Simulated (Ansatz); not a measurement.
Start from `[NH2][Hf]([NH2])([NH2])[F]` and change one element to get `[NH2][Ti]([NH2])([NH2])[F]`.

Ansatz, PBE0-D4/def2-TZVP geometries, multiplicity 1. Each molecule was computed in one conformer, which needn't be the lowest.

Elements past krypton have def2 core potentials. Scalar relativity is left out up to krypton.

```json
{"property": "size of the dipole moment (B3LYP/def2-TZVPP) / D", "`[NH2][Hf]([NH2])([NH2])[F]`": "1.98"}
{"property": "zero-point energy (PBE0-D4/def2-TZVP) / kJ/mol", "`[NH2][Hf]([NH2])([NH2])[F]`": "198.5"}
{"property": "HOMO–LUMO gap (PBE/def2-TZVPP) / eV", "`[NH2][Hf]([NH2])([NH2])[F]`": "4.95"}
{"property": "HOMO energy (PBE/def2-TZVPP) / eV", "`[NH2][Hf]([NH2])([NH2])[F]`": "-5.67"}
{"property": "HOMO–LUMO gap (B3LYP/def2-TZVPP) / eV", "`[NH2][Hf]([NH2])([NH2])[F]`": "6.48"}
{"property": "ideal-gas entropy at 298 K and 1 bar (rigid rotor, harmonic PBE0-D4/def2-TZVP) / J/(mol·K)", "`[NH2][Hf]([NH2])([NH2])[F]`": "386"}
```

Question: Give the same properties after the change, and the shifts. (Best estimate.)

Answer: The calculation gave: 
```csv
property,`[NH2][Ti]([NH2])([NH2])[F]`,shift
size of the dipole moment (B3LYP/def2-TZVPP) / D,2.14,0.16
zero-point energy (PBE0-D4/def2-TZVP) / kJ/mol,202.7,4.2
HOMO–LUMO gap (PBE/def2-TZVPP) / eV,3.85,-1.10
HOMO energy (PBE/def2-TZVPP) / eV,-5.85,-0.18
HOMO–LUMO gap (B3LYP/def2-TZVPP) / eV,5.70,-0.78
"ideal-gas entropy at 298 K and 1 bar (rigid rotor, harmonic PBE0-D4/def2-TZVP) / J/(mol·K)",360,-26
```

With PBE0 the HOMO falls by 0.16 eV and the LUMO falls by 0.96 eV, so the gap narrows by about 0.80 eV. PBE moves the HOMO by -0.18 eV and ωB97M-V by -0.15 eV. Dipoles are sizes alone; their direction can turn.

B3LYP here is the variant with VWN-RPA as its local correlation; programs differ in this.
